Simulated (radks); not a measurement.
Problem. These are the eigenvalues of the occupied orbitals of an atom or ion with whole-number occupations (eV). Calculated with a radial shooting solver on a logarithmic mesh with Libxc functionals: Dirac Kohn-Sham, revPBE, spin-unpolarised, spherical densities, point nucleus.

orbital  eigenvalue
1s1/2     -29026.21
2s1/2     -4405.721
2p1/2     -4116.795
2p3/2     -3886.168
3s1/2     -874.1356
3p1/2     -756.8455
3p3/2     -714.7246
3d3/2     -507.6540
3d5/2     -498.9601
4s1/2     -163.2985
4p1/2     -124.3165
4p3/2     -116.7534
4d3/2      -55.6267
4d5/2      -54.5652
5s1/2      -35.7469

Which element is it, and in what charge state? The configuration may be excited. Open shells, if any, are shared by 2j + 1.

Solution. Z = 50, tin, charge +3: Sn3+ in [Kr] 4d10 5s1. The list shows which subshells hold electrons but not how many an open one holds; the 1s level, -1066.7 hartree, gives Z - s = 46.2 by -(Z - s)^2/2, which with screening and relativity narrows Z to a few neighbours, and the depths of the outer levels then fix element, charge and occupations together.
